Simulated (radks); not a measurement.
The numbers below are computed, except where a source is named.
Pm2+, 59 electrons, occupied as [Xe] 4f5. Code: a radial shooting solver on a logarithmic mesh with Libxc functionals. Model: scalar-relativistic Kohn-Sham, exchange-only r2SCAN, spin-polarised, spherical densities, finite nucleus; open shells are filled with parallel spins first (spin-orbit coupling, left out, can overturn this in heavy ions); meta-GGA in the generalised Kohn-Sham scheme; Fermi nuclear charge, rms radius 4.962 fm. Some entries of the table are withheld. Estimate them.

orbital,occ.,eigenvalue (eV),<1/r> (bohr^-1)
1s up,1,-45101.79,67.41
1s down,1,-45101.79,67.41
2s down,1,-7363.481,15.61
2s up,1,-7363.452,15.61
2p down,3,-6573.561,14.67
2p up,3,-6573.547,14.67
3s up,1,-1623.173,5.711
3s down,1,-1621.268,5.716
3p up,3,-1373.626,5.382
3p down,3,-1371.714,5.387
3d up,5,-1031.497,5.098
3d down,5,-1029.998,5.103
4s up,1,-338.0459,2.378
4s down,1,-332.6960,2.380
4p up,3,-255.6435,2.192
4p down,3,-250.2004,2.193
4d up,5,-138.7286,(1)
4d down,5,-133.1548,(2)
5s up,1,-56.3569,0.9168
5s down,1,-53.1324,0.8913
5p up,3,-36.3197,0.7816
5p down,3,-33.9157,0.7557
4f up,5,(3),1.325
4f down,0,(4),1.266

Answer. 
(1) 4d up <1/r> (bohr^-1): 1.920
(2) 4d down <1/r> (bohr^-1): 1.920
(3) 4f up eigenvalue (eV): -14.9217
(4) 4f down eigenvalue (eV): -9.9446
